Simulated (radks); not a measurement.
Coherent X-ray form factor from a spherical all-electron density. Method: non-relativistic Kohn-Sham, LDA (Slater exchange, Perdew-Wang correlation), spin-unpolarised, spherical densities, point nucleus; computed with a radial shooting solver on a logarithmic mesh with Libxc functionals.

sin(theta)/lambda (1/angstrom)  f0 (electrons)
0.05                                    48.395
0.1                                     46.724
0.15                                    44.334
0.2                                     41.606
0.25                                    38.824
0.3                                     36.146
0.4                                     31.315
0.5                                     27.268
0.6                                     24.020
0.8                                     19.585
1                                       16.783
1.25                                    14.002
1.5                                     11.478
2                                        7.698

The species is in the configuration that NIST lists as its ground one. Which atom or ion scatters so?

Answer. The tellurium ion Te3+, [Kr] 4d10 5s2 5p1. Extrapolating in s^2 from the first two rows gives f0(0) = 49.0, near the electron count 49; among species with that count, the fall with angle is slower the higher Z, and the table is that of Z = 52; from so few rows the species is fixed only to a neighbour or two.
